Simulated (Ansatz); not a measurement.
`[SH][SnH2][SH]` + H–F → `[F][SnH2][SH]` + H₂S  (ligand exchange at the Sn–S bond)

Program: Ansatz. Geometries: PBE0-D4/def2-TZVP. ΔE: electronic, gas phase. CBS: MP2 limit from def2 TZ/QZ plus the TZ coupled-cluster correction, frozen cores. This one scheme is used for every species. Functionals use def2-TZVPP. B3LYP here is the variant with VWN-RPA as its local correlation; programs differ in this. Elements past krypton have def2 core potentials. For Sn outer-core shells are correlated without core-valence functions, which leaves a few kJ/mol of doubt a bond. Each species was taken in one conformer, which may not be the lowest.

(1) Is it downhill or uphill in electronic energy at CCSD(T)/CBS, and by how much? (An estimate is asked.)

(2) What do these levels give: B3LYP-D4, ωB97M-V, RPA@PBE/def2-TZVPP, MP2/def2-SVP, MP2/CBS(def2), CCSD/CBS(def2)? (An estimate is asked.)

Largest T1 diagnostic among the species: 0.013.

Results:

(1) Computed: Uphill: ΔE = +1.6 kcal/mol.

(2) The calculation gave: B3LYP-D4 -0.5, ωB97M-V -0.4, RPA@PBE/def2-TZVPP -0.1, MP2/def2-SVP -1.2, MP2/CBS(def2) 3.4, CCSD/CBS(def2) 1.1 kcal/mol.

At CCSD(T), def2-SVP lies −3.2 kcal/mol from the extrapolated value and def2-TZVPP −0.3 kcal/mol. From r2SCAN to r2SCAN0 (25 % exact exchange), in def2-TZVPP and without D4, ΔE moves by +1.6 kcal/mol. In def2-TZVPP, CCSD(T) changes the Hartree–Fock value by +3.6 kcal/mol (the triples alone add +0.5 kcal/mol) and MP2 by +5.4 kcal/mol.
